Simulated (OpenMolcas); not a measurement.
Tb3+.

```
Program             : OpenMolcas
Method              : CASSCF
Basis               : ANO-R2 [8s6p4d3f1g]
Scalar Hamiltonian  : X2C, finite nucleus
Active space        : 8 electrons in 7 orbitals (4f)
State averaging     : 2S+1 = 7 even, 7 roots; 2S+1 = 5 even, 140 roots (105 in the spin-orbit step); 2S+1 = 3 even, 259 roots kept (CI in the orbitals of an earlier block, 141 in the spin-orbit step); 2S+1 = 1 even, 121 roots kept (CI in the orbitals of an earlier block, 47 in the spin-orbit step)
Spin-orbit coupling : RASSI with atomic mean-field integrals over the reference wave functions, term energies averaged over their components
```

Levels without dynamic correlation, in cm-1 above 4f8 7F6:

```csv
Level,E
4f8 5D4(1),23545
4f8 5L10,30321
4f8 5G6(1) [72 %],31365
```

On this reference, MS-CASPT2, IPEA 0.25 Eh, imaginary shift 0.1 Eh (closed shells correlated: 5s 5p) puts 4f8 5D4(1) at 20700 cm-1.

Problem. Estimate the other levels at that method by one scale factor, and say how well it serves.

Solution. The factor is 20700 / 23545 = 0.879. Scaled values beside those that MS-CASPT2 gives:
```tsv
Level	Scaled	MS-CASPT2	Miss (%)
4f8 5L10	26652	29440	-9.5
4f8 5G6(1) [72 %]	27570	28670	-3.8
```
For these levels the scaled values miss MS-CASPT2 by up to 9.5 %, as correlation changes each term by its own factor, spin-orbit parts do not scale and CASPT2 has its own spread within terms. This holds within one configuration; levels of others move differently, and the target method has errors of its own against measurement.

CASPT2 does not keep the components of a term degenerate, so their means are used; among the terms shown or strongly mixed into the levels shown the widest spread is 120 cm-1 (4f8 5L, MS-CASPT2). High states are left out of the spin-orbit mixing, which shifts the levels that they would mix with. Without dynamic correlation excited terms often stand tens of per cent too high (terms of higher spin than the ground term too low), and those without a measured partner can miss by more than the paired ones (holds for CASSCF). Blocks of more than 70 roots (2S+1 = 5 even, 3 even) ran without multistate coupling (holds for MS-CASPT2). Only configurations of the active space appear.

A share in square brackets marks a mixed level and gives the weight of the term that names it, the lowest over the columns. A number in round brackets counts repeated terms of one configuration in the order of the reference energies.
